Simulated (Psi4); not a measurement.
**RbF (SMILES [F][Rb]): the vertical ionisation energy from total energies**

The species is RbF (2 atoms), meant as a singlet with charge 0. As SMILES, `[F][Rb]`. Geometry: relaxed at PBE0-D4/def2-TZVP.

```tsv
atom	x (Å)	y (Å)	z (Å)
F	0.0000	0.0000	-0.0710
Rb	0.0000	0.0000	2.2686
```

Both states at this one shape; open shells run unrestricted unless said. 1 Eh = 27.2114 eV.

| level | program | singlet RbF (Eh) | doublet RbF+ (Eh) | HOMO of the first (eV) |
| --- | --- | --- | --- | --- |
| CAM-B3LYP/def2-TZVP (core potential) | Psi4 | -123.984165 | -123.638336 | -7.61 |
| B2PLYP/def2-TZVP (core potential, density fitting for correlation), 1 core orbital frozen | Psi4 | -123.891777 | -123.551346 | -7.86 |

**Question.** Work out the vertical ionisation energy at each level.

**Answer.** 
1. CAM-B3LYP/def2-TZVP (core potential): -123.638336 − (-123.984165) = 0.345829 Eh = 9.41 eV; −ε(HOMO) = 7.61 eV.
2. B2PLYP/def2-TZVP (core potential, density fitting for correlation): -123.551346 − (-123.891777) = 0.340431 Eh = 9.26 eV; −ε(HOMO) = 7.86 eV.

No measured value is set beside it here; the levels span 9.26 to 9.41 eV.
